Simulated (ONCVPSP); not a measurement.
## Ranking ONCV potentials for boron (B)

All share these settings but for the change named:

* Element: B (Z = 5)
* Generator: ONCVPSP 4.0.1
* Type: optimised norm-conserving Vanderbilt (ONCV)
* Functional: LDA (Perdew-Wang 92)
* Relativity: non-relativistic
* Frozen core: none
* Valence charge: 5
* Reference configuration: 1s2 2s1 (charge +2)
* Partial waves: 1s+2s: rc 0.55 bohr, ncon 4, nbas 8, qcut 24.6 1/bohr, 2 projectors; p scattering state at 0.19 Ha: rc 0.60 bohr, ncon 3, nbas 7, qcut 14 1/bohr, 1 projector; d scattering state at 0.05 Ha: rc 0.45 bohr, ncon 3, nbas 6, qcut 25 1/bohr, 2 projectors, debl 2.8 Ha
* Local potential: polynomial inside 0.45 bohr (lpopt 5, dvloc0 3 Ha)
* Core correction: none

Test errors are all-electron minus pseudo excitation energies from the reference, over 1s2 2s2 2p1; 1s2 2s2; 1s2 2s0; 1s2 2s0 2p3. None of these files shows a bound ghost.

The base gives 2.2 meV.

Of 7 variants that were run, those that failed, showed a ghost or another fault, or gave nearly equal values are left out.

Q: Rank these variants by their largest absolute test error, smallest first.
A. p: rc 0.72
B. p: rc 0.56
C. p: rc 0.48

A: A (1.9 meV), B (2.5 meV), C (3.0 meV).
